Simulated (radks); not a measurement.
Task: Method: non-relativistic Kohn-Sham, BLYP, spin-unpolarised, spherical densities, point nucleus; computed with a radial shooting solver on a logarithmic mesh with Libxc functionals. Each species is in its NIST ground configuration. Rank Al, P, Mg, Ar, S, Cl, Si by radius at which the density is 0.001 e/bohr^3 (bohr), largest first.

Result: Al 4.55, Mg 4.51, Si 4.46, P 4.29, S 4.11, Cl 3.93, Ar 3.76.
